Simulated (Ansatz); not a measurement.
Reaction (ligand exchange at the Al–C bond): `[F][AlH][CH2][SiH3]` + H₂Se → `[F][AlH][SeH]` + `C[SiH3]`

Calculated with Ansatz (gas phase, PBE0-D4/def2-TZVP geometries, no zero-point term in ΔE). CBS: MP2 limit from def2 TZ/QZ plus the TZ coupled-cluster correction, frozen cores. This one scheme is used for every species. Functionals use def2-TZVPP. B3LYP here is the variant with VWN-RPA as its local correlation; programs differ in this. HSE06 is defined as in plane-wave codes. For Se outer-core shells are correlated without core-valence functions, which leaves a few kJ/mol of doubt a bond. Scalar relativity is left out up to krypton. Each species was taken in one conformer, which may not be the lowest.

```
             level  ΔE (kcal/mol)  difference from CCSD(T)/CBS
       LDA (SPW92)          -25.0                          1.4
            PBE-D4          -25.7                          0.7
         revPBE-D4          -25.6                          0.8
           BLYP-D4          -25.3                          1.1
         r2SCAN-D4          -26.5                         -0.1
            B97M-V          -25.4                          1.0
           PBE0-D4          -26.2                          0.2
        r2SCANh-D4          -26.6                         -0.2
        r2SCAN0-D4          -26.8                         -0.4
          HSE06-D4          -26.3                          0.1
          BHLYP-D4          -26.7                         -0.3
      CAM-B3LYP-D4          -25.5                          0.9
           ωB97X-V          -25.6                          0.8
           ωB97M-V          -25.4                          1.0
            B2PLYP          -26.5                         -0.1
          PBE-QIDH          -26.8                         -0.4
               PBE          -26.1                          0.3
            revPBE          -26.3                          0.1
              BLYP          -26.1                          0.3
            r2SCAN          -26.7                         -0.3
              PBE0          -26.6                         -0.2
             B3LYP          -26.5                         -0.1
           r2SCANh          -26.8                         -0.4
           r2SCAN0          -27.0                         -0.6
             HSE06          -26.6                         -0.2
         CAM-B3LYP          -25.9                          0.5
           LC-ωPBE          -25.6                          0.8
       HF/def2-SVP          -27.3                         -0.9
      MP2/def2-SVP          -25.7                          0.7
  CCSD(T)/def2-SVP          -25.0                          1.4
     HF/def2-TZVPP          -28.3                         -1.9
    MP2/def2-TZVPP          -26.5                         -0.1
   CCSD/def2-TZVPP          -25.9                          0.5
CCSD(T)/def2-TZVPP          -25.7                          0.7
     HF/def2-QZVPP          -28.1                         -1.7
    MP2/def2-QZVPP          -26.8                         -0.4
SCS-MP2/def2-QZVPP          -26.6                         -0.2
      HF/CBS(def2)          -28.1                         -1.7
     MP2/CBS(def2)          -27.1                         -0.7
    CCSD/CBS(def2)          -26.6                         -0.2
       CCSD(T)/CBS          -26.4                            0
```

Largest T1 diagnostic among the species: 0.012.

From BLYP to BHLYP (50 % exact exchange), in def2-TZVPP and without D4, ΔE moves by −1.0 kcal/mol. Leaving LDA and LC-ωPBE aside and taking each functional with its dispersion term where it has one, the values spread over 1.5 kcal/mol, from r2SCAN0-D4 to BLYP-D4. LDA lies +1.1 kcal/mol from PBE without D4.
